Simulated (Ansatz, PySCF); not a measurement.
Process, species as SMILES: C#C[O-] → [C-]#CO
Geometries: B3LYP-D3(BJ)/def2-TZVP minima from Ansatz (a first-principles code).

Quantity: isomerisation energy (enthalpy at 298 K, with B3LYP-D3(BJ) rigid-rotor harmonic-oscillator terms from PySCF), in kcal/mol. Valence correlation only, unless marked. Spin-orbit coupling is left out. Non-relativistic. Anions need diffuse functions: aug- sets have them; def2-D sets add few; the other sets have none. Basis-set limits of correlation are two-point, X^-3; Hartree-Fock from the larger set. The bracket is a focal-point correction in the basis named.

RI-MP2/CBS(aug-cc-pVTZ,aug-cc-pVQZ)+[CCSD(T)-MP2]/aug-cc-pVTZ (Ansatz) gives 49.1 kcal/mol.

Another calculation gave 51.0 kcal/mol. Which level was it?
(A) B97M-V/def2-TZVPD (Ansatz)
(B) wB97X-V/def2-TZVPD (Ansatz)
(C) M06-L/def2-TZVPD (PySCF)
(D) HF/def2-TZVPD (PySCF)

B, wB97X-V/def2-TZVPD (Ansatz). The others give 54.5 (B97M-V), 57.0 (M06-L), 48.0 (HF) kcal/mol.
